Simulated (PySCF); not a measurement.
An unknown shows these calculated signals:

1H NMR (500 MHz, computed): δ 1.68 (br s, 3H), 0.11 (s, 3H).

13C{1H} NMR (computed): δ -4.7 (CH3).

- PBE0-D3(BJ)/def2-TZVP structure
- σ from GIAO-B97-2/pcSseg-2
- code: PySCF
- equivalent nuclei averaged, relativity neglected, gas phase, single conformer

Referencing at the same level of theory: 1H (σ = 31.64 ppm) and 13C (σ = 185.38 ppm) vs TMS.

Task: Which of these does the molecule contain: a non-aromatic C=C double bond, an OH group, a C≡C triple bond, a Si–CH3 group, a benzene ring?

Result: 
- A non-aromatic C=C double bond: no.
- An OH group: yes (δH 1.68 (br s)).
- A C≡C triple bond: no.
- A Si–CH3 group: yes (δC -4.7; δH 0.11 (s)).
- A benzene ring: no.

The data belong to `C[Si](O)(O)O`, CH6O3Si; they needn't prove each group on their own.

Carbon signals by region: 1 below 50 ppm.

The OH or NH signal is concentration- and solvent-dependent in practice; the value given is the gas-phase one. Shifts are as computed. Against solution values, carbons near 30 ppm lie about +3 ppm off and those near 130 ppm about +7 ppm. Of 1211 compounds with measured shifts, 218 miss one by over three times the rms of a fit or turn the order of signals round; such compounds aren't used in these exercises.
